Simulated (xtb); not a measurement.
xtb input:

```bash
xtb mol.xyz --gfn 2 --ohess tight --chrg 1 --uhf 0
```
mol.xyz:
```
3

La     0.99452769     0.68960898     0.19541711
F     -0.96231016     0.64458816    -1.14541914
F     -0.06699593    -1.31121836     0.95090213
```

Task: Which total energy does the run end on?

Result: -10.22519 Eh (GFN2-xTB).
